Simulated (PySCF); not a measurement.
**Unknown compound**

An unknown has the formula C6H14N2Si. Its calculated NMR data are:

1H NMR (500 MHz, computed): δ 5.11 (sept, 1H), 3.54 (m, 2H), 2.67 (m, 2H), 2.01 (s, 3H), 0.27 (d, 6H).

13C{1H} NMR (computed): δ 145.2, 49.2, 38.5, 18.1, -2.1.

Computational details: geometry from GFN2-xTB, PBE0/pcSseg-1 with gauge-including orbitals, in PySCF 2.14.0 with density-fitted response routines (no solvent model, relativity neglected, a single conformation, equivalent nuclei averaged).

δ = σ(ref) − σ, references computed at the same level: 1H (σ = 31.72 ppm), 13C (σ = 186.93 ppm) against TMS.

Task: Propose a structure and justify it.

Result: 
1. Rings plus π bonds: 2 (1 ring in the answer).
2. 5 carbon signals for 6 carbons: some carbons are equivalent by symmetry or fast rotation.
3. Carbon types of the structure: 1 × C, 2 × CH2, 3 × CH3, leaving 1 H on heteroatoms.
4. δC 145.2: C=N carbon.
5. δC 49.2: sp3 CH2 bonded to N; the inductive effect lowers its shielding.
6. δC 38.5: sp3 CH2 in a ring; a saturated carbon with 2 carbon neighbours and no heteroatom attached.
7. δC 18.1: methyl carbon; aliphatic region, no heteroatom directly attached.
8. δC -2.1: methyl carbon bonded to Si; an electropositive neighbour leaves it electron-rich and shielded.
9. δH 3.54: hydrogen on an sp3 CH2 bonded to N; its carbon carries N, an electronegative neighbour.
10. δH 0.27: hydrogen on a methyl carbon bonded to Si; an electropositive neighbour shields it, as in TMS itself.

Structure: SMILES N1=C(C)CCN1[SiH](C)C.

The shifts were computed for this structure.

Shifts are as computed. Against solution values, carbons near 30 ppm lie about +3 ppm off and those near 130 ppm about +5 ppm. Of 1211 compounds with measured shifts, 218 miss one by over three times the rms of a fit or turn the order of signals round; such compounds aren't used in these exercises. Multiplicities follow the n + 1 count of equivalent neighbours, as no J values were calculated; m marks all less simple cases, F and P coupling included.
